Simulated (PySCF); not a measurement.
A search over the determinants of CuO

Unrestricted PBE0; PySCF, no relativity, basis sets Cu def2-TZVPP, O def2-TZVPP. Outer shells of the fragments: Cu 3d10 4s1; O 2s2 2p4.

Followed along the bond (rough minima from three points):

```json
{"2Ms+1": "2", "unpaired": "π ↑", "⟨S²⟩ at the start": "0.77", "R at minimum (Å)": "1.76", "Te (eV)": "0.00"}
{"2Ms+1": "2", "unpaired": "σ ↑", "⟨S²⟩ at the start": "0.78", "R at minimum (Å)": "1.69", "Te (eV)": "1.07"}
{"2Ms+1": "4", "unpaired": "σ ↑, π ↑↑", "⟨S²⟩ at the start": "3.77", "R at minimum (Å)": "1.78", "Te (eV)": "1.70"}
```

Solutions found at the starting distance of 1.735 Å, counted from the lowest of them; the search is not exhaustive and high or unbound solutions are not listed, so other states can lie among these:

```csv
2Ms+1,unpaired,term,E (eV),⟨S²⟩,⟨Lz²⟩,μ (D)
2,π ↑,²Π,0.00,0.77,1.01,-4.68
2,σ ↑,²Σ⁺,1.08,0.78,0.00,-5.69
4,"σ ↑, π ↑↑",⁴Σ⁻,1.71,3.77,0.10,-0.07
4,"σ ↑↑, π ↑",⁴Π,1.76,3.76,1.02,-1.16
2,"σ ↓, π ↑↑",mixed,1.91,1.77,0.00,0.08
2,"σ ↑, π ↑↓",mixed,2.23,1.76,2.02,-0.63
2,σ ↑,mixed,2.84,1.52,2.01,-1.58
4,"σ ↑, π ↑, δ ↑",mixed,3.19,3.76,5.01,-2.17
4,"σ ↑, π ↑, δ ↑",mixed,3.22,3.76,5.01,-2.17
2,δ ↑,²Δ,3.26,0.90,4.00,-5.61
```

A term symbol is given only where ⟨S²⟩ and ⟨Lz²⟩ are close to those of a pure state; real π, δ and φ orbitals otherwise mix terms. A positive dipole means Cu(−)O(+).

The state is the lowest single determinant that the PBE0 search found; with open d or f shells the true ground state can be another one.
